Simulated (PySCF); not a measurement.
**Electric field gradients and quadrupole coupling constants**

Compound: C₅H₅FNO (charge -1).
Cartesian coordinates in Å at the GFN2-xTB level; atoms count from 1:
```xyz
13
C5H5FNO angstrom
C     -2.054    0.581    0.507
O     -1.044   -0.235    1.008
C      0.138   -0.232    0.238
C      1.281   -0.985    0.560
C      2.201   -0.704   -0.433
N      1.720    0.164   -1.346
C      0.479    0.434   -0.922
F     -0.309    1.311   -1.651
H     -2.367    0.276   -0.501
H     -1.747    1.635    0.462
H     -2.904    0.486    1.189
H      1.395   -1.639    1.409
H      3.204   -1.092   -0.537
```

Field gradients from the PBE0/pcSseg-1 density (PySCF, non-relativistic), principal values in atomic units, ordered |Vxx| ≤ |Vyy| ≤ |Vzz|:

| atom | Vxx | Vyy | Vzz |
| --- | --- | --- | --- |
| O2 | -0.0109 | -1.9929 | 2.0038 |
| N6 | 0.1997 | 0.5183 | -0.7180 |

**Question.** Find the asymmetry η = (Vxx − Vyy)/Vzz and the couplings χ = eQV/h (234.96 MHz × Q in barn × V in au), with Q(17O) = −0.0256 b, Q(14N) = 0.02044 b.

**Answer.** 
| atom | environment | nucleus | η | χzz (MHz) | χxx (MHz) | χyy (MHz) |
| --- | --- | --- | --- | --- | --- | --- |
| O2 | aryl ether oxygen | 17O | 0.99 | -12.05 | 0.07 | 11.99 |
| N6 | two-coordinate ring nitrogen | 14N | 0.44 | -3.448 | 0.959 | 2.489 |

At O2 η is above 0.9: Vyy and Vzz are nearly equal in size and opposite in sign, so a small change could swap them and flip the sign of χzz. 

**Question.** What is Vzz at N6 in SI units (1 au = 9.71736 × 10²¹ V/m²)?

**Answer.** -0.7180 au = -6.977 × 10²¹ V/m².

**Question.** And the gradient at the other heavy atoms, for which no coupling is worked out here?

**Answer.** 
| atom | environment | Vzz (au) | η |
| --- | --- | --- | --- |
| C1 | methoxy carbon | 0.323 | 0.06 |
| C3 | aromatic carbon bearing oxygen | 0.401 | 0.18 |
| C4 | aromatic CH carbon | -0.073 | 0.78 |
| C5 | aromatic CH next to a ring nitrogen | -0.085 | 0.33 |
| C7 | aromatic C–F carbon | 0.529 | 0.06 |
| F8 | aryl fluorine | 2.920 | 0.02 |

**Question.** What couplings would deuterons (Q(2H) = 0.00286 b) have in place of the hydrogens, at this geometry?

**Answer.** 
| atom | bonded to | bond length (Å) | Vzz (au) | η | χzz (kHz) |
| --- | --- | --- | --- | --- | --- |
| H9 | C1 | 1.099 | 0.2888 | 0.08 | 194 |
| H10 | C1 | 1.099 | 0.2887 | 0.08 | 194 |
| H11 | C1 | 1.094 | 0.3035 | 0.06 | 204 |
| H12 | C4 | 1.077 | 0.3542 | 0.09 | 238 |
| H13 | C5 | 1.080 | 0.3452 | 0.10 | 232 |

The structure is a single GFN2-xTB conformer in the gas phase; no vibrational or solvent corrections. The pcSseg-1 basis has no diffuse functions, a weakness for an anion. GFN2-xTB bond lengths can be off by several hundredths of an ångström, more for odd bonds, and the gradients follow them. With so small a basis the couplings can be 20 % off.
